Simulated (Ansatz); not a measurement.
Pd₄ (the lowest singlet isomer of a short search) was relaxed with r2SCAN-D4 (def2-SVP) in Ansatz in these states: neutral quintet, neutral triplet. The geometries follow in no particular order.

In the def2 sets Pd takes a core potential; there is no spin–orbit coupling.

A:

```xyz
4

Pd    0.663   -0.478   -1.338
Pd    0.716   -0.601    1.259
Pd   -1.487   -0.485    0.124
Pd    0.107    1.564   -0.044
```

B:

Cartesian coordinates in Å:
```
Pd 0.830 -1.116 -0.751
Pd -0.271 1.235 -0.948
Pd 0.798 0.553 1.247
Pd -1.357 -0.672 0.452
```

Question: Judge from the bond lengths which geometry belongs to which state (an estimate).

Answer: A is the neutral quintet (Pd1–Pd4 2.481 Å, Pd2–Pd3 2.481 Å, Pd2–Pd4 2.600 Å); B is the neutral triplet (Pd1–Pd4 2.535 Å, Pd2–Pd3 2.535 Å, Pd2–Pd4 2.604 Å).

At PBE0-D4/def2-TZVP a triplet lies 1.38 eV below the neutral quintet. These are the stationary points nearest to one start from a short search; other shapes may lie lower in each state.
